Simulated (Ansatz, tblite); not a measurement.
Cost and result up the ladder for TiS₃⁻ (the lowest doublet isomer of a short search) (4 atoms). Charge -1, multiplicity 2. Geometry: PBE0-D4/def2-SVPD.

Cartesian coordinates in Å:
```
Ti -0.003 -0.053 0.001
S 2.130 -0.111 0.373
S -1.384 0.125 1.660
S -0.742 0.039 -2.033
```

Ansatz on 4 threads of AMD EPYC 7R43 on a shared host; xTB runs through tblite on one thread. Times are rough, summed over both states, and most runs start from the orbitals of an earlier one. No level here is sound enough to serve as a yardstick. The other state is a triplet.

The xTB rows come from tblite. HOMO above LUMO, or a gap near zero within one spin, warns that the state may not be the lowest or that an electron is smeared out. The order of the spin states hangs on the level: the singlet lies 0.17 eV below the triplet at PBE-D4/def2-TZVPD, but 0.05 eV above it at r2SCAN-D4/def2-TZVPD. The singlet is doubtful at r2SCAN-D4/def2-TZVPD (restricted singlet with a triplet 0.05 eV lower at the same geometry). The structure comes from a short search, and lower isomers may exist.

Raw xTB energies of ions are shifted by several eV, and xTB has no spin-polarisation term.

```tsv
level	functions	wall time	vertical IE (eV)	remarks
GFN1-xTB	36	0.021 s	8.59	–
GFN2-xTB	36	0.027 s	8.82	–
PBE-D4/def2-TZVPD (with forces)	186	15 s	4.39	gap within one spin near zero (triplet)
r2SCAN-D4/def2-TZVPD	186	33 s	4.44	–
```
